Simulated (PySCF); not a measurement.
Vertical excitations of a molecule C2H7AlClN from PySCF 2.14.0 with TDA-M06-2X/def2-SVPD, as energy in eV (oscillator strength): 6.18 (0.041), 6.61 (0.054), 6.72 (0.078), 7.08 (0.134), 7.46 (0.018), 7.67 (0.047), 7.77 (0.000), 7.93 (0.068), 8.01 (0.052), 8.06 (0.014). Lowest triplet (TDA): 5.83 eV. Geometry optimised at PBE-D3(BJ)/def2-SVP. Other conformers were not sampled.

**Question.** Which structure fits?
A. C[N](C)[AlH][Cl]
B. C[CH2][Al]([NH2])[Cl]
C. C[NH][Al]([CH3])[Cl]

**Answer.** B, C[CH2][Al]([NH2])[Cl]
